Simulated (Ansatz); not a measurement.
Computed with B3LYP-D3(BJ)/def2-TZVP in Ansatz (a quantum-chemistry and plane-wave program). No frequencies were computed at this level.

Ansatz 0.2 input:
```yaml
crystal:
  periodic: [false, false, false]
  atoms:
    - { symbol: N, position_ang: [2.417284, -0.028971, 0.244127] }
    - { symbol: C, position_ang: [1.264525, -0.013226, 0.193947] }
    - { symbol: Al, position_ang: [-0.71056, 0.008736, 0.112492] }
    - { symbol: H, position_ang: [-1.522487, -1.175248, 0.684371] }
    - { symbol: H, position_ang: [-1.44876, 1.20871, -0.522947] }
basis:
  gaussian: { orbitals: def2-tzvp }
hamiltonian:
  xc: b3lyp
  dispersion: d3bj
relax:
  max_steps: 150
```

Output:

```
Functional definition: B3LYP
682 factors; their error is unknown
mean field evaluation 1: about -9152.6977 eV, gradient 4.7e1 eV
mean field evaluation 2: about -9139.4515 eV, gradient 8.3e1 eV
mean field evaluation 4: about -9157.4754 eV, gradient 7.0e0 eV
mean field evaluation 8: about -9157.5832 eV, gradient 2.1e-2 eV
mean field evaluation 16: about -9157.5993 eV, gradient 4.3e-5 eV
mean field -9157.59926901 eV, -336.5355658924 hartree, gradient 4.3e-5 eV, S^2 0.000000; 0 other end points of the search recorded, 0 dependent functions left out
reference -9157.59950666 eV, -336.5355746258 hartree; 14, 14 occupied and 97, 97 virtual orbitals, 682 factors
relax step   1: F+E_penalty+E_count = -9157.72929646 eV  Δ(F+E_penalty+E_count) = +0.000e0 eV  max|allowed force component| = 6.780e-1 eV/Å  Δτ_max = 0.0000 Å  (25 SCF iters, accepted)
these checks for a lower state are left out or cut short: starts, cluster_reference, orbital_swaps, neighbouring_geometries, increment
682 factors; their error is unknown
mean field -9157.63287014 eV, -336.5368007111 hartree, gradient 2.0e-5 eV, S^2 0.000000; 0 other end points of the search recorded, 0 dependent functions left out
reference -9157.63310648 eV, -336.5368093963 hartree; 14, 14 occupied and 97, 97 virtual orbitals, 682 factors
relax step   2: F+E_penalty+E_count = -9157.76390670 eV  Δ(F+E_penalty+E_count) = -3.461e-2 eV  max|allowed force component| = 2.164e-1 eV/Å  Δτ_max = 0.0842 Å  (29 SCF iters, accepted)
these checks for a lower state are left out or cut short: starts, cluster_reference, orbital_swaps, neighbouring_geometries, increment
682 factors; their error is unknown
mean field -9157.63394092 eV, -336.5368400614 hartree, gradient 2.0e-5 eV, S^2 0.000000; 0 other end points of the search recorded, 0 dependent functions left out
reference -9157.63417731 eV, -336.5368487489 hartree; 14, 14 occupied and 97, 97 virtual orbitals, 682 factors
relax step   3: F+E_penalty+E_count = -9157.76515027 eV  Δ(F+E_penalty+E_count) = -1.244e-3 eV  max|allowed force component| = 4.301e-2 eV/Å  Δτ_max = 0.0072 Å  (30 SCF iters, accepted)
these checks for a lower state are left out or cut short: starts, cluster_reference, orbital_swaps, neighbouring_geometries, increment
682 factors; their error is unknown
mean field evaluation 32: about -9157.6339 eV, gradient 1.1e-1 eV
mean field -9157.63395435 eV, -336.5368405552 hartree, gradient 2.1e-5 eV, S^2 0.000000; 0 other end points of the search recorded, 0 dependent functions left out
reference -9157.63419078 eV, -336.5368492436 hartree; 14, 14 occupied and 97, 97 virtual orbitals, 682 factors
relax step   4: F+E_penalty+E_count = -9157.76520106 eV  Δ(F+E_penalty+E_count) = -5.080e-5 eV  max|allowed force component| = 1.916e-3 eV/Å  Δτ_max = 0.0019 Å  (21 SCF iters, accepted)
682 factors; their error is unknown
mean field -9157.63395435 eV, -336.5368405552 hartree, gradient 2.0e-5 eV, S^2 0.000000; 1 other end points of the search recorded, 0 dependent functions left out
reference -9157.63419078 eV, -336.5368492436 hartree; 14, 14 occupied and 97, 97 virtual orbitals, 682 factors
Total energy: -9157.76543748 eV, -336.5416724712 hartree
Atom 0 at     2.369301    -0.027506     0.241563 Å, force     0.000388     0.001280    -0.001061 eV/Å
Atom 1 at     1.215705    -0.013020     0.192261 Å, force    -0.000147    -0.001916     0.001629 eV/Å
Atom 2 at    -0.721013     0.008377     0.112223 Å, force    -0.000297     0.000605    -0.000512 eV/Å
Atom 3 at    -1.471397    -1.228498     0.713233 Å, force    -0.000066    -0.000009    -0.000019 eV/Å
Atom 4 at    -1.392593     1.260647    -0.547290 Å, force     0.000122     0.000041    -0.000038 eV/Å
Dipole moment:    -0.708309     0.008383    -0.029805 e Å
```

Cost: around 10 core-seconds (rough).
